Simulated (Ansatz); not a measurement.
```yaml
crystal:
  periodic: [false, false, false]
  atoms:
    - {symbol: C, position_ang: [0.296672, 1.025149, -0.382225]}
    - {symbol: S, position_ang: [0.752562, 0.720795, 1.342098]}
    - {symbol: Sn, position_ang: [0.090341, -1.511472, 2.014835]}
    - {symbol: S, position_ang: [-0.930896, -2.354481, -0.033242]}
    - {symbol: H, position_ang: [-0.782760, 0.962116, -0.521534]}
    - {symbol: H, position_ang: [0.802631, 0.329766, -1.052298]}
    - {symbol: H, position_ang: [0.619930, 2.038037, -0.623428]}
    - {symbol: H, position_ang: [-0.756280, -1.267111, -0.800008]}
basis:
  gaussian: {orbitals: cc-pVTZ-PP}
hamiltonian: {xc: {name: HF}}
correlation: {method: ccsdt, electrons: all, diis_vectors: 2}
```

```sh
$ ansatz run in.yaml --threads 2 --pin off --events-out ev --progress --plain --max-ram 32768MiB --backend cpu
```

It prints (some lines left out):

```
Functional definition: HF
Error: <dir> the basis set cc-pVTZ-PP has no functions for C
```

In this input the basis set is misnamed or doesn't suit the job. The program refused the input.
